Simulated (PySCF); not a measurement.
# What a mistake does to a calculation on BCH5Si2

These are calculations, not measurements. The program is PySCF 2.14.0, an open-source quantum chemistry code, run on an isolated molecule that a program drew, which may never have been made. The molecule is BCH5Si2 (charge 0, singlet), drawn as the SMILES string `B[Si]C=[SiH2]`.

Each row is a Hartree-Fock (HF) and frozen-core CCSD(T) single point in the cc-pV(D+d)Z basis, meant for a local HF minimum. Run 1 is clean. Each other run has one planted mistake out of seven kinds, and not every kind appears here: one electron removed, one electron added, multiplicity raised by two, geometry at a saddle point, minimal basis STO-3G, one bond length entered in bohr, all coordinates scaled. The reference is restricted for singlets and unrestricted otherwise, and also for a bond in bohr. Adding or removing an electron swaps singlet and doublet. Electrons count all cores. HOMO and LUMO are orbital energies over both spins, the gradient is its largest component, and the lowest frequency (negative if imaginary) is given only where the gradient is small. Bond lengths are over the 8 bonds as drawn. T1 is the CCSD diagnostic: over 0.02 (restricted) or 0.045 (unrestricted) a single reference is doubtful.

Geometry of the clean run:
```xyz
9
BCH5Si2, angstrom
B    -1.2378   -0.6917    1.0119
Si    0.0015   -0.7726    2.6176
C     1.5282    0.1687    2.1390
Si    1.7565    0.9202    0.6257
H    -2.1096    0.1373    0.9273
H    -1.2777   -1.5816    0.1989
H     2.3241    0.2413    2.8766
H     2.9560    1.6751    0.2127
H     0.7367    0.8756   -0.4336
```

| run | electrons | basis functions | <S^2> | HOMO (eV) | LUMO (eV) | gradient (hartree/bohr) | lowest frequency (cm^-1) | mean bond (Å) | longest bond (Å) | T1 | HF (hartree) | CCSD(T) (hartree) | mistake |
|---|---|---|---|---|---|---|---|---|---|---|---|---|---|
| 1 | 44 | 99 | 0.000 | -7.60 | 0.61 | 1.6e-05 | 97 | 1.5048 | 2.030 | 0.0200 | -643.20301 | -643.67596 | no fault |
| 2 | 44 | 99 | 0.970 | -8.04 | 0.61 | 1.6e-02 | - | 1.6389 | 2.279 | 0.0721 | -643.09338 | -643.56240 | one bond length entered in bohr |
| 3 | 44 | 33 | 0.000 | -4.58 | 5.55 | 3.8e-02 | - | 1.5048 | 2.030 | 0.0213 | -635.71025 | -635.95161 | minimal basis STO-3G |
| 4 | 44 | 99 | 2.299 | -6.76 | 0.47 | 3.8e-02 | - | 1.5048 | 2.030 | 0.0373 | -643.18492 | -643.63154 | multiplicity raised by two |
| 5 | 44 | 99 | 0.000 | -7.34 | 0.85 | 5.2e-02 | - | 1.3964 | 1.884 | 0.0205 | -643.15289 | -643.61857 | ? |

**Which mistake was planted in run 5, and what did it cost?**

The mean and the longest bond both change by the same factor, 0.928, and the gradient is no longer small. So the mistake is: all coordinates scaled. Subtracting run 1 and multiplying by 627.51 kcal/mol a hartree, the energy moved by 31.5 kcal/mol in HF and 36.0 kcal/mol in CCSD(T).

Cautions from the logs. Run 2: T1 is over the limit, so its CCSD(T) energy is less reliable; run 3: T1 is over the limit, so its CCSD(T) energy is less reliable; run 5: T1 is over the limit, so its CCSD(T) energy is less reliable.
